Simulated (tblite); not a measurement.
Run record: tight-binding relaxation, `C[O][Ge@@H]1[O]C[C@H](C)[C@@H]1F`.

Computed with GFN2-xTB geometry optimisation, gas phase (tblite 0.8.0). Start geometry: from a force field or distance geometry. The input is one job of a driver script: a line of settings, then coordinates in Å.

Command:
```bash
OMP_NUM_THREADS=1 python probes_run.py task.json out
```

Input:
```
{"job": {"kind": "relax", "xc": "GFN2-xTB", "basis": "xTB"}, "charge": 0, "multiplicity": 1}
C      3.207600    -0.664900    -0.884900
O      2.118800    -1.337700    -0.301200
Ge     1.161800    -0.137000     0.627300
O     -0.066400    -0.949500     1.634100
C     -1.283600    -0.829200     0.945500
C     -1.387500     0.536300     0.214500
C     -2.602200     0.608400    -0.710700
C     -0.064500     0.781600    -0.517300
F     -0.055800     0.173700    -1.768600
H      2.837500     0.113400    -1.592100
H      3.860900    -0.215100    -0.114500
H      3.798900    -1.394800    -1.459800
H      2.019600     0.836300     1.473700
H     -1.361900    -1.661300     0.201600
H     -2.126800    -0.917800     1.658900
H     -1.497100     1.328400     1.006100
H     -3.532500     0.498600    -0.107500
H     -2.573800    -0.209200    -1.467800
H     -2.633000     1.590900    -1.218500
H      0.174900     1.859500    -0.598400
```

Output:
```
step      E/eV     max force
  0    -846.67832    1.930
  1    -846.81741    0.875
  2    -846.88768    0.483
  3    -846.91441    0.436
  4    -846.94475    0.426
  5    -846.97116    0.381
  6    -846.99710    0.457
  7    -847.02069    0.476
  8    -847.04403    0.394
  9    -847.06321    0.311
... (71 lines left out)
 81    -847.18230    0.018
 82    -847.18237    0.021
 83    -847.18244    0.022
 84    -847.18252    0.028
 85    -847.18258    0.020
 86    -847.18262    0.012
 87    -847.18265    0.013
 88    -847.18268    0.014
 89    -847.18270    0.012
 90    -847.18271    0.006
```

«max force» is the largest atomic force in eV/Å.

Q: From which step on does the largest force stay under 0.1 eV/Å, and how much energy is left to gain from there?

A: From step 43 (0.064 eV/Å), 9.3 meV above the end.

Summary of the converged run: energy lowered by 11.6 kcal/mol over 90 steps; largest atomic force 0.006 eV/Å at the end.

Q: Where do the atoms end?

A: 0.286 Å rms from the input after alignment:
```
atom  x, y, z in Å
C1     3.3628   -0.8210   -0.9428
O2     2.2336   -1.0626   -0.1253
Ge3    1.2138    0.0890    0.7138
O4    -0.0178   -0.8840    1.5196
C5    -1.2574   -0.8347    0.8356
C6    -1.4873    0.5639    0.2384
C7    -2.6990    0.6034   -0.6828
C8    -0.1965    0.9775   -0.4581
F9    -0.0885    0.3964   -1.7078
H10    3.0745   -0.3331   -1.8754
H11    4.1063   -0.2051   -0.4321
H12    3.7983   -1.7953   -1.1671
H13    2.0136    0.8216    1.7816
H14   -1.2766   -1.5803    0.0345
H15   -2.0372   -1.0770    1.5624
H16   -1.6222    1.2610    1.0734
H17   -3.5869    0.2783   -0.1464
H18   -2.5459   -0.0554   -1.5339
H19   -2.8642    1.6132   -1.0517
H20   -0.1287    2.0547   -0.6153
```

On one thread of an Arm Neoverse V1 (shared host), this took 0.74 s wall.
Labels such as C1 count atoms from 1, the log's own numbers from 0.
